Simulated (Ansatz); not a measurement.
`F[SiH]1[O][GeH2]1` and `F[SiH]1[S][GeH2]1` differ in one element.

Ansatz, PBE0-D4/def2-TZVP geometries, multiplicity 1. 

Scalar relativity is left out up to krypton.

```tsv
property	`F[SiH]1[O][GeH2]1`
zero-point energy (PBE0-D4/def2-TZVP) / kJ/mol	82.6
LUMO energy (B3LYP/def2-TZVPP) / eV	-1.46
HOMO–LUMO gap (B3LYP/def2-TZVPP) / eV	5.62
HOMO energy (ωB97M-V/def2-TZVPP) / eV	-9.31
size of the dipole moment (PBE/def2-TZVPP) / D	1.83
ideal-gas entropy at 298 K and 1 bar (rigid rotor, harmonic PBE0-D4/def2-TZVP) / J/(mol·K)	317
```

Q: Give the same properties after the change, and the shifts. (Estimate.)

A: The calculation gave: 
```tsv
property	`F[SiH]1[S][GeH2]1`	shift
zero-point energy (PBE0-D4/def2-TZVP) / kJ/mol	78.0	-4.6
LUMO energy (B3LYP/def2-TZVPP) / eV	-0.98	0.48
HOMO–LUMO gap (B3LYP/def2-TZVPP) / eV	6.19	0.57
HOMO energy (ωB97M-V/def2-TZVPP) / eV	-9.33	-0.02
size of the dipole moment (PBE/def2-TZVPP) / D	1.77	-0.06
ideal-gas entropy at 298 K and 1 bar (rigid rotor, harmonic PBE0-D4/def2-TZVP) / J/(mol·K)	330	13
```

With PBE0 the HOMO falls by 0.12 eV and the LUMO rises by 0.45 eV, so the gap widens by about 0.57 eV. PBE moves the HOMO by -0.20 eV and ωB97M-V by -0.02 eV. Dipoles are sizes alone; their direction can turn.

B3LYP here is the variant with VWN-RPA as its local correlation; programs differ in this.
